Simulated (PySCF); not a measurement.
**Electron correlation in Br⁺ (bromine, charge +1)**

[Ar] 3d10 4s2 4p4, high-spin 3P determinant. Calculation: PySCF 2.14, in def2-SVP (5s4p3d, 32 functions); the non-relativistic Hamiltonian (point nucleus). Frozen: [Ar] 3d10; 6 electrons correlated.

MP2 pair energies summed by pair of shells (mhartree):

| pair | energy | share (%) |
| --- | --- | --- |
| 4p-4p | -37.64 | 48.7 |
| 4s-4p | -33.47 | 43.3 |
| 4s-4s | -6.23 | 8.0 |

Total MP2 correlation energy: -77.34 mhartree.

Same-spin part -19.00 and opposite-spin part -58.34 mhartree; SCS-MP2 scales them by 1/3 and 6/5 to -76.34 mhartree.

| level | correlation energy (mhartree) |
| --- | --- |
| CCSD | -93.73 |
| (T) | -1.15 |
| CCSD(T) | -94.88 |

Diagnostics: T1 = 0.0062, D1 = 0.0211, largest double amplitude 0.054.

Cost of the coupled-cluster step: 0.2 s of wall time on 1 thread of Neoverse-N1 (shared host), for 6 correlated electrons.

Iterations:

```
CC2 = 0
CCSD nocc = (np.int64(4), np.int64(2)), nmo = (18, 18)
frozen orbitals [[0, 1, 2, 3, 4, 5, 6, 7, 8, 9, 10, 11, 12, 13], [0, 1, 2, 3, 4, 5, 6, 7, 8, 9, 10, 11, 12, 13]]
max_cycle = 100
direct = 0
conv_tol = 1e-08
conv_tol_normt = 1e-06
diis_space = 8
diis_start_cycle = 0
Init t2, MP2 energy = -0.0773374439589942
Init E_corr(UCCSD) = -0.077337443972445
cycle = 1  E_corr(UCCSD) = -0.0900562564125768  dE = -0.0127188124  norm(t1,t2) = 0.0353082
cycle = 2  E_corr(UCCSD) = -0.0926479100127937  dE = -0.0025916536  norm(t1,t2) = 0.0109399
cycle = 3  E_corr(UCCSD) = -0.0937480139036758  dE = -0.00110010389  norm(t1,t2) = 0.00408176
cycle = 4  E_corr(UCCSD) = -0.0937259915838348  dE = 2.20223198e-05  norm(t1,t2) = 0.000389099
cycle = 5  E_corr(UCCSD) = -0.0937292048519925  dE = -3.21326816e-06  norm(t1,t2) = 6.96527e-05
cycle = 6  E_corr(UCCSD) = -0.0937289219618568  dE = 2.82890136e-07  norm(t1,t2) = 1.13912e-05
cycle = 7  E_corr(UCCSD) = -0.0937290256401912  dE = -1.03678334e-07  norm(t1,t2) = 2.24433e-06
cycle = 8  E_corr(UCCSD) = -0.0937289870221963  dE = 3.86179949e-08  norm(t1,t2) = 3.69505e-07
cycle = 9  E_corr(UCCSD) = -0.0937289918808858  dE = -4.85868952e-09  norm(t1,t2) = 5.88721e-08
UCCSD converged
E(UCCSD) = -2571.778901621346  E_corr = -0.09372899188088582
UCCSD(T) correction = -0.001151081832103
```
